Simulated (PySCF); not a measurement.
A side-by-side comparison of computed properties.

First species: C3H10GeO2.
InChI=1S/C3H10GeO2/c1-3-6-4-5-2/h3-4H2,1-2H3

Second species: C3H7GaN2O.
Numbering: `[CH3:1][C:2]#[N+:3][GaH2-:4][NH:5][CH:6]=[O:7]` (hydrogens: H8, H9, H10 on C1; H11, H12 on Ga4; H13 on N5; H14 on C6)

Geometry (PBE0-D3(BJ)/def2-SVP, Å), atoms numbered from 1 in this order:
```
atom  x, y, z in Å
C1     3.4578   -0.2261    0.6641
C2     2.0398   -0.0001    0.4685
N3     0.9129    0.1857    0.3084
Ga4   -1.2550    0.9692   -0.1915
N5    -2.0034   -0.7426    0.4584
C6    -3.2590   -0.4208    0.2214
O7    -3.4850    0.7035   -0.2695
H8     3.7771   -1.1168    0.1041
H9     4.0257    0.6440    0.3052
H10    3.6715   -0.3771    1.7317
H11   -1.1258    2.1019    0.8824
H12   -0.9098    1.0261   -1.7181
H13   -1.7618   -1.6392    0.8608
H14   -4.0889   -1.1229    0.4487
```

Levels: CAM-B3LYP/def2-SVPD for dipole moment, HOMO energy, LUMO energy, HOMO–LUMO gap, static isotropic polarisability and electronic spatial extent ⟨r²⟩ about the centre of nuclear charge; TDDFT CAM-B3LYP/def2-SVPD for lowest singlet excitation; TDA CAM-B3LYP/def2-SVPD for lowest triplet excitation (Tamm–Dancoff); ΔSCF CAM-B3LYP/def2-SVPD for vertical ionisation energy; PBE0-D3(BJ)/def2-SVP for rotational constant A and rotational constant C. Geometries: PBE0-D3(BJ)/def2-SVP. Each species is one conformer at its optimised geometry, gas phase, non-relativistic unless stated. Electronic properties by PySCF.

Dipoles, sizes and rotational constants follow the conformer. The torsions of the flexible species, by atom-mapped SMILES:
- `[CH3:1][CH2:2][O:3][GeH2:4][O:5][CH3:6]`: C1–C2–O3–Ge4 82°, C2–O3–Ge4–O5 138°, O3–Ge4–O5–C6 -55°
- `[CH3:1][C:2]#[N+:3][GaH2-:4][NH:5][CH:6]=[O:7]`: N3–Ga4–N5–C6 180°, Ga4–N5–C6–O7 0°

```json
{"property": "dipole moment", "column X": "8.74 D", "column Y": "2.09 D"}
{"property": "HOMO energy", "column X": "-8.50 eV", "column Y": "-9.33 eV"}
{"property": "LUMO energy", "column X": "0.43 eV", "column Y": "1.11 eV"}
{"property": "HOMO–LUMO gap", "column X": "8.93 eV", "column Y": "10.44 eV"}
{"property": "lowest singlet excitation", "column X": "6.31 eV", "column Y": "7.20 eV"}
{"property": "lowest triplet excitation (Tamm–Dancoff)", "column X": "5.03 eV", "column Y": "6.81 eV"}
{"property": "static isotropic polarisability", "column X": "83.7 au", "column Y": "75.4 au"}
{"property": "vertical ionisation energy", "column X": "9.29 eV", "column Y": "10.07 eV"}
{"property": "electronic spatial extent ⟨r²⟩ about the centre of nuclear charge", "column X": "1600 bohr²", "column Y": "1097 bohr²"}
{"property": "rotational constant A", "column X": "6.081 GHz", "column Y": "5.111 GHz"}
{"property": "rotational constant C", "column X": "0.681 GHz", "column Y": "1.116 GHz"}
```

(1) Which column belongs to which species?

(2) How does each property change from the first species to the second?

Answers

(1) Column X is the second species and column Y the first. The first has 16 atoms and 76 electrons, the second 14 and 78.

(2) dipole moment +6.65 D; HOMO energy +0.83 eV; LUMO energy -0.68 eV; HOMO–LUMO gap -1.51 eV; lowest singlet excitation -0.89 eV; lowest triplet excitation (Tamm–Dancoff) -1.78 eV; static isotropic polarisability +8.3 au; vertical ionisation energy -0.78 eV; electronic spatial extent ⟨r²⟩ about the centre of nuclear charge +503 bohr²; rotational constant A +0.970 GHz; rotational constant C -0.435 GHz.

On the first: A dipole of 2.09 D is allowed in C1, and pure rotational transitions are dipole-allowed. The dipole equals about 7.0 × 10⁻³⁰ C·m (1 D = 3.33564 × 10⁻³⁰ C·m). The calculation is non-relativistic and has no spin–orbit coupling, an omission that weighs most on germanium.

On the second: The polarisability is 12.41 Å³ as a volume (1 au = 0.148185 Å³), or 1.07 au for each of the 78 electrons. The ΔSCF ionisation energy exceeds −ε(HOMO) by 0.79 eV with CAM-B3LYP. The calculation is non-relativistic and has no spin–orbit coupling, an omission that weighs most on gallium.
